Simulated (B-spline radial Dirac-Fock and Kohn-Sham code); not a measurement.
## Radiative decay of the L3 hole in Tl³⁺

System: Tl³⁺ in the configuration [Xe] 4f14 5d10, inside a Watson sphere of charge -3 and radius 1.6 Å (a model of the Madelung potential; inside it an electron's potential energy is raised by 27.0 eV).

Calculated with an atomic code on a B-spline grid, using one-electron (LDA, Dirac) transition rates at Dirac-Fock energies.

```csv
line,multipole,energy (eV),rate (s⁻¹),share (%)
L3-M1,E1,8944.3,1.16e+14,3.93
L3-M2,E2,9236.2,1.35e+12,0.0456
L3-M3,E2,9695.0,1.22e+12,0.0412
L3-M4,E1,10170.5,2.36e+14,7.98
L3-M5,E1,10266.8,2.08e+15,70.2
L3-N1,E1,11802.8,2.88e+13,0.976
L3-N4,E1,12246.5,4.33e+13,1.46
L3-N5,E1,12267.4,3.91e+14,13.2
L3-O1,E1,12516.5,6.18e+12,0.209
L3-N7,E2,12539.5,1.87e+12,0.0633
L3-O4,E1,12642.9,5.27e+12,0.178
L3-O5,E1,12645.1,4.70e+13,1.59
```

The listed lines hold 100.0 % of the radiative rate. The radiative width is 1.95 eV in the length form and 1.97 eV in the velocity form; the two differ because the transition energies are not eigenvalue differences of the potential that gave the orbitals.
